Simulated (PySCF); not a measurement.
**Orbital picture of AgB**

RHF at R = 2.093 Å; Ag x2c-TZVPPall, B x2c-TZVPPall; spin-free X2C with a Gaussian nucleus (PySCF 2.14). State: ¹Σ⁺ (singlet), closed shell. Only the outer orbitals are listed, counted within each symmetry.

```json
{"orbital": "10σ", "occ.": "2", "ε (eV)": "-16.30", "on Ag (%)": "61", "main shells (%)": "59 Ag d, 34 B s"}
{"orbital": "5π", "occ.": "2", "ε (eV)": "-14.66", "on Ag (%)": "99", "main shells (%)": "98 Ag d"}
{"orbital": "5π", "occ.": "2", "ε (eV)": "-14.66", "on Ag (%)": "99", "main shells (%)": "98 Ag d"}
{"orbital": "2δ", "occ.": "2", "ε (eV)": "-14.49", "on Ag (%)": "100", "main shells (%)": "100 Ag d"}
{"orbital": "2δ", "occ.": "2", "ε (eV)": "-14.49", "on Ag (%)": "100", "main shells (%)": "100 Ag d"}
{"orbital": "11σ", "occ.": "2", "ε (eV)": "-12.51", "on Ag (%)": "45", "main shells (%)": "55 B s, 35 Ag d, 9 Ag s"}
{"orbital": "12σ", "occ.": "2", "ε (eV)": "-6.64", "on Ag (%)": "34", "main shells (%)": "60 B p, 31 Ag s"}
{"orbital": "13σ", "occ.": "0", "ε (eV)": "0.62", "on Ag (%)": "73", "main shells (%)": "70 Ag p, 14 B p, 13 B s"}
{"orbital": "6π", "occ.": "0", "ε (eV)": "0.81", "on Ag (%)": "59", "main shells (%)": "59 Ag p, 41 B p"}
{"orbital": "6π", "occ.": "0", "ε (eV)": "0.81", "on Ag (%)": "59", "main shells (%)": "59 Ag p, 41 B p"}
```

Problem. Which are the highest filled and the lowest empty level, where do they sit, and how wide is the gap?

Solution. Highest filled 12σ at -6.64 eV (in %: 60 B p, 31 Ag s); lowest empty 13σ at 0.62 eV (in %: 70 Ag p, 14 B p, 13 B s); the gap at RHF is 7.26 eV. An empty level above zero is unbound, and its energy depends on the basis.

* bond order (Mayer): 1.14
* ⟨S²⟩: 0.000
* charge on Ag (Mulliken, basis-dependent): 0.27
* charge on Ag (Löwdin, basis-dependent): 0.14
* dipole moment (positive dipole means Ag(−)B(+)): -3.56 D
* polarisability along the bond: 118.4 bohr³
* polarisability across the bond: 51.3 bohr³

Spin–orbit coupling is left out.
